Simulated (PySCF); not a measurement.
An EPR job on `CC(C)([CH]O)CS` [radical].

Method: UKS B3LYP, pcH-1 on C H O S, non-relativistic, mean-field spin-orbit, GIAO (PySCF 2.14.0). Geometry: GFN2-xTB. A driver script takes a list of jobs; this job's settings line and coordinates (Å) are shown.

Command:
```bash
OMP_NUM_THREADS=1 python probes_run.py task.json out
```

Input:
```
{"job": {"kind": "epr", "basis": "pcH-1"}, "charge": 0, "multiplicity": 2}
C      0.478773     0.994100    -1.230958
C      0.032233     0.215846     0.013605
C     -0.786183     1.124483     0.932066
C     -0.786161    -1.010549    -0.329017
O     -0.334883    -1.732622    -1.400156
C      1.288288    -0.302367     0.734887
S      0.723981    -1.507602     1.989249
H      1.066131     0.349632    -1.880309
H      1.087293     1.847098    -0.932006
H     -0.380878     1.367501    -1.783476
H     -1.711883     1.418608     0.442099
H     -0.223394     2.023863     1.170594
H     -1.035235     0.622677     1.864667
H     -1.863064    -0.971568    -0.210646
H     -0.998408    -2.358712    -1.704820
H      1.928961    -0.839628     0.032294
H      1.857597     0.490281     1.215150
H     -0.351928    -1.724723     1.065119
```

Output:
```
UKS, coarse grid
  cycle   1  E = -670.42578195  |g| = 5.05e-01
  cycle   2  E = -670.31980918  |g| = 7.44e-01
  cycle   3  E = -670.52550415  |g| = 1.07e-01
  cycle   4  E = -670.52977167  |g| = 4.11e-02
  cycle   5  E = -670.53049918  |g| = 8.32e-03
  cycle   6  E = -670.53053162  |g| = 4.64e-03
  cycle   7  E = -670.53054268  |g| = 1.18e-03
  cycle   8  E = -670.53054474  |g| = 7.80e-04
UKS, final grid
  cycle   1  E = -670.53043226  |g| = 1.17e-03
  cycle   2  E = -670.53043122  |g| = 1.86e-03
  cycle   3  E = -670.53043294  |g| = 8.66e-05
  cycle   4  E = -670.53043295  |g| = 2.74e-05
E = -670.53043295 Eh   <S^2> = 0.7553 (exact 0.7500)
g shifts (ppm)      1          2          3
  rmc          -225       -225       -225
  gc              8         51         23
  oz_so        1586       3045       9805
  total        1369       2871       9604
hyperfine (MHz)  atom isotope    a_iso     a_fc   dipolar eigenvalues
    0   13C      14.52      14.51     -2.11     -1.87      3.98
    1   13C     -16.57     -16.60     -2.55     -1.61      4.16
    2   13C       1.61       1.61     -0.98     -0.39      1.37
    3   13C     156.75     156.80    -62.01    -61.02    123.03
    4   17O     -19.37     -19.41    -58.96     28.44     30.53
    5   13C      27.24      27.29     -1.82     -1.07      2.88
    6   33S      10.81      10.36    -26.98    -26.28     53.26
    7    1H      -1.64      -1.64     -2.90     -1.51      4.41
    8    1H       7.02       7.01     -1.92     -0.97      2.88
    9    1H      -0.03      -0.03     -2.97     -1.75      4.72
   10    1H       0.58       0.58     -2.71     -2.08      4.78
   11    1H       0.98       0.98     -1.58     -1.02      2.61
   12    1H      -0.76      -0.76     -3.05     -1.61      4.66
   13    1H     -11.71     -11.73    -27.97     -2.16     30.12
   14    1H     -11.29     -11.32    -12.56     -7.48     20.04
   15    1H      -0.91      -0.93     -3.67     -0.73      4.40
   16    1H      -1.29      -1.29     -3.11     -0.30      3.41
   17    1H     -89.92     -89.76    -32.98    -26.57     59.55
```

rmc, gc and oz_so are the mass-correction, gauge-correction and orbital-Zeeman/spin–orbit parts of the g shift along its three principal axes; a_iso is the isotropic hyperfine coupling and a_fc its Fermi-contact part. Atoms in this output count from 0.

Question: How far is ⟨S²⟩ from the pure-spin value?

Answer: S = 0.5 gives S(S+1) = 0.75; the run has 0.7553, 0.0053 more.

Question: Get g_iso from the total shifts.

Answer: Their mean is 4615 ppm; added to g_e = 2.002319 it gives 2.00693.

Main results: ⟨S²⟩ 0.755; g_iso 2.0069.

The structure is a single GFN2-xTB conformer in the gas phase; no vibrational or solvent corrections. Note that the optimisation stopped short of convergence; the values belong to its last geometry.

Hardware: Arm Neoverse V1, one thread, no GPU, on a shared host. Cost: 1.7 min (with the writing of density and orbital grids), 0.97 GiB resident at most.
Labels such as C1 count atoms from 1, the log's own numbers from 0.
